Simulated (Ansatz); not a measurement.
`O=C[SiH](F)[SiH3]` + `N[SiH3]` → `N[SiH2][SiH](F)[SiH3]` + `C=O`  (formal exchange of groups at the Si–C bond)

Computed with Ansatz on PBE0-D4/def2-TZVP structures; ΔE is electronic, products minus reactants. CCSD(T)/CBS adds triple-zeta CCSD(T) − MP2 to the extrapolated MP2 energy (def2 sets, frozen cores). This one scheme is used for every species. Functionals use def2-TZVPP. B3LYP here is the variant with VWN-RPA as its local correlation; programs differ in this. One conformer a species, not always the lowest.

**Question.** Is it downhill or uphill in electronic energy at CCSD(T)/CBS, and by how much? (An estimate is asked.)

**Answer.** The calculation gave: Downhill: ΔE = -8.6 kJ/mol.

**Question.** What do these levels give: PBE0-D4, B3LYP-D4, CCSD/def2-TZVPP, SCS-MP2/def2-QZVPP, HF/CBS(def2), MP2/CBS(def2)? (Best estimate.)

**Answer.** Ansatz gave: PBE0-D4 -17.4, B3LYP-D4 -8.9, CCSD/def2-TZVPP -7.2, SCS-MP2/def2-QZVPP -2.8, HF/CBS(def2) -0.1, MP2/CBS(def2) -5.2 kJ/mol.

Largest T1 diagnostic among the species: 0.015.

The D4 term adds −3.9 kJ/mol with B3LYP and −2.5 kJ/mol with PBE0; it sums over pairs of atoms, weighted by their polarisabilities, and B3LYP, whose exchange is more repulsive, gets the larger term. In def2-TZVPP, CCSD(T) changes the Hartree–Fock value by −7.2 kJ/mol (the triples alone add −0.6 kJ/mol) and MP2 by −3.9 kJ/mol.
